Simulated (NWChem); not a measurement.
System: C4H4N2; SMILES N#CCCC#N

Input file for NWChem:

```
start job
memory heap 200 mb stack 900 mb global 1100 mb
geometry units angstroms noautosym nocenter noautoz
  N     -0.184552     2.977185     0.000000
  C      0.170665     1.876343     0.000000
  C      0.597831     0.482761     0.000000
  C     -0.597831    -0.482761     0.000000
  C     -0.170665    -1.876343     0.000000
  N      0.184552    -2.977185     0.000000
  H      1.231373     0.307953    -0.883914
  H      1.231373     0.307953     0.883914
  H     -1.231373    -0.307953     0.883914
  H     -1.231373    -0.307953    -0.883914
end
basis spherical
  * library 6-31g*
end
dft
  xc hfexch
  iterations 150
end
property
  shielding 4 1 2 3 7
end
task dft property
```

Output (shortened):

```
             Northwest Computational Chemistry Package (NWChem) 7.3.0
             --------------------------------------------------------

                             Geometry "geometry" -> ""
                             -------------------------

 Output coordinates in angstroms (scale by  1.889725989 to convert to a.u.)

  No.       Tag          Charge          X              Y              Z
 ---- ---------------- ---------- -------------- -------------- --------------
    1 N                    7.0000    -0.18455200     2.97718500     0.00000000
    2 C                    6.0000     0.17066500     1.87634300     0.00000000
    3 C                    6.0000     0.59783100     0.48276100     0.00000000
    4 C                    6.0000    -0.59783100    -0.48276100     0.00000000
    5 C                    6.0000    -0.17066500    -1.87634300     0.00000000
    6 N                    7.0000     0.18455200    -2.97718500     0.00000000
    7 H                    1.0000     1.23137300     0.30795300    -0.88391400
    8 H                    1.0000     1.23137300     0.30795300     0.88391400
    9 H                    1.0000    -1.23137300    -0.30795300     0.88391400
   10 H                    1.0000    -1.23137300    -0.30795300    -0.88391400

 Effective nuclear repulsion energy (a.u.)     178.9330694891

  xc_inp: hfexch multiplicative factor not found.
                              NWChem Property Module
                              ----------------------

  itol2e modified to match energy
  convergence criterion.

                                 NWChem DFT Module
                                 -----------------

 Summary of "ao basis" -> "ao basis" (spherical)
 ------------------------------------------------------------------------------
       Tag                 Description            Shells   Functions and Types
 ---------------- ------------------------------  ------  ---------------------
 N                           6-31g*                  6       14   3s2p1d
 C                           6-31g*                  6       14   3s2p1d
 H                           6-31g*                  2        2   2s

  itol2e modified to match energy
  convergence criterion.

            General Information
            -------------------
          SCF calculation type: DFT
          Wavefunction type:  closed shell.
          No. of atoms     :    10
          No. of electrons :    42
           Alpha electrons :    21
            Beta electrons :    21
          Charge           :     0
          Spin multiplicity:     1
          Use of symmetry is: off; symmetry adaption is: off
          Maximum number of iterations: 150
          AO basis - number of functions:    92
                     number of shells:    44
          Convergence on energy requested:  1.00D-07
          Convergence on density requested:  1.00D-05
          Convergence on gradient requested:  5.00D-04

              XC Information
              --------------
                     Hartree-Fock (Exact) Exchange  1.000

      Superposition of Atomic Density Guess
      -------------------------------------

 Sum of atomic energies:        -261.22142324

      Non-variational initial energy
      ------------------------------

 Total energy =    -264.304166
 1-e energy   =    -706.085314
 2-e energy   =     262.848079
 HOMO         =      -0.380666
 LUMO         =       0.037013

   convergence    iter        energy       DeltaE   RMS-Dens  Diis-err
 ---------------- ----- ----------------- --------- --------- ---------
 d= 0,ls=0.0,diis     1   -262.5036351170 -4.41D+02  1.39D-02  1.20D+00
 d= 0,ls=0.0,diis     2   -262.5609594491 -5.73D-02  7.13D-03  1.12D+00
 d= 0,ls=0.0,diis     3   -262.6822954144 -1.21D-01  1.75D-03  9.77D-03
 d= 0,ls=0.0,diis     4   -262.6849748711 -2.68D-03  3.60D-04  5.76D-04
 d= 0,ls=0.0,diis     5   -262.6850940165 -1.19D-04  1.31D-04  7.95D-05
  Resetting Diis
 d= 0,ls=0.0,diis     6   -262.6851101271 -1.61D-05  3.62D-05  8.69D-06
 d= 0,ls=0.0,diis     7   -262.6851113856 -1.26D-06  6.68D-06  2.83D-07
 d= 0,ls=0.0,diis     8   -262.6851114226 -3.70D-08  2.66D-06  7.92D-08

         Total DFT energy =     -262.685111422556
      One electron energy =     -708.344258002268
           Coulomb energy =      301.991138895664
    Exchange-Corr. energy =      -35.265061805100
 Nuclear repulsion energy =      178.933069489148

 Numeric. integr. density =        0.000000000000

                       DFT Final Molecular Orbital Analysis
                       ------------------------------------

 Vector   19  Occ=2.000000D+00  E=-4.770744D-01
              MO Center=  7.1D-14,  2.2D-12, -3.8D-15, r^2= 7.1D+00
   Bfn.  Coefficient  Atom+Function         Bfn.  Coefficient  Atom+Function
  ----- ------------  ---------------      ----- ------------  ---------------
     5      0.312161   1 N  pz               75      0.312161   6 N  pz
    19      0.260843   2 C  pz               61      0.260843   5 C  pz
     9      0.201276   1 N  pz               79      0.201276   6 N  pz
    23      0.174077   2 C  pz               65      0.174077   5 C  pz
    33     -0.086654   3 C  pz               47     -0.086654   4 C  pz

[...]

          -----------------------------------------
          Chemical Shielding Tensors (GIAO, in ppm)
          -----------------------------------------

                                NWChem CPHF Module
                                ------------------

  scftype          =     RHF
  nclosed          =       21
  nopen            =        0
  variables        =     1491
  # of vectors     =        3
  tolerance        = 0.10D-03
  level shift      = 0.00D+00
  max iterations   =       50
  max subspace     =       30

 SCF residual:    2.3121678631242483E-004

Iterative solution of linear equations
  No. of variables     1491
  No. of equations        3
  Maximum subspace       30
        Iterations       50
       Convergence  1.0D-04

   iter   nsub   residual    time
   ----  ------  --------  ---------
     1      3    1.46D+00      38.6
     2      6    3.53D-01      40.0
     3      9    5.84D-02      41.3
     4     12    9.94D-03      42.7
     5     15    2.21D-03      44.1
     6     18    3.58D-04      45.5
     7     21    6.12D-05      46.9

      Atom:    1  N
        Diamagnetic
    336.0156     -1.3952      0.0000
     -1.3952    342.2491     -0.0000
      0.0000     -0.0000    335.3563

        Paramagnetic
   -468.1228   -126.0205      0.0000
   -126.0205    -81.2420      0.0000
      0.0000      0.0000   -513.3927

        Total Shielding Tensor
   -132.1072   -127.4157      0.0000
   -127.4157    261.0071     -0.0000
      0.0000     -0.0000   -178.0363

           isotropic =     -16.3788
          anisotropy =     472.6066

          Principal Components and Axis System
                 1           2           3
              298.6923   -178.0363   -169.7924

      1        -0.2836     -0.0000      0.9589
      2         0.9589     -0.0000      0.2836
      3         0.0000      1.0000      0.0000

      Atom:    2  C
        Diamagnetic
    247.2749    -10.7486      0.0000
    -10.7486    283.1085     -0.0000
      0.0000     -0.0000    243.1518

        Paramagnetic
   -236.2154    -82.9818      0.0000
    -82.9818    -14.0173     -0.0000
      0.0000     -0.0000   -265.9373

        Total Shielding Tensor
     11.0595    -93.7303      0.0000
    -93.7303    269.0911     -0.0000
      0.0000     -0.0000    -22.7855

           isotropic =      85.7884
          anisotropy =     320.6344

          Principal Components and Axis System
                 1           2           3
              299.5446    -22.7855    -19.3940

      1        -0.3090      0.0000      0.9511
      2         0.9511      0.0000      0.3090
      3         0.0000      1.0000      0.0000

      Atom:    3  C
        Diamagnetic
    247.4004      2.8947      0.0000
      2.8947    260.0064     -0.0000
      0.0000     -0.0000    236.7117

        Paramagnetic
    -61.9019     -1.2282      0.0000
     -1.2282    -59.9211      0.0000
      0.0000      0.0000    -63.3791

        Total Shielding Tensor
    185.4986      1.6665      0.0000
      1.6665    200.0854      0.0000
      0.0000      0.0000    173.3327

           isotropic =     186.3055
          anisotropy =      20.9517

          Principal Components and Axis System
                 1           2           3
              200.2733    185.3106    173.3327

      1         0.1121      0.9937      0.0000
      2         0.9937     -0.1121      0.0000
      3         0.0000      0.0000      1.0000

      Atom:    4  H
        Diamagnetic
     29.0607     -0.7532     -8.5540
     -0.7532     26.7247      1.7494
     -8.5540      1.7494     29.4122

        Paramagnetic
      1.3803      0.5764      3.5227
      0.5764      3.1412     -0.9228
      3.5227     -0.9228      0.7213

        Total Shielding Tensor
     30.4410     -0.1768     -5.0313
     -0.1768     29.8658      0.8266
     -5.0313      0.8266     30.1335

           isotropic =      30.1468
          anisotropy =       7.8952

          Principal Components and Axis System
                 1           2           3
               35.4103     29.8245     25.2056

      1         0.7080      0.1612      0.6876
      2        -0.1262      0.9868     -0.1014
      3        -0.6948     -0.0149      0.7190
```

Level: Hartree-Fock/6-31G* (spherical d), GIAO. The geometry was optimised at PBE0/def2-SVP. The output numbers the shielded atoms by their place in the input's list. The printed shielding anisotropy is the first printed principal value minus the mean of the other two.
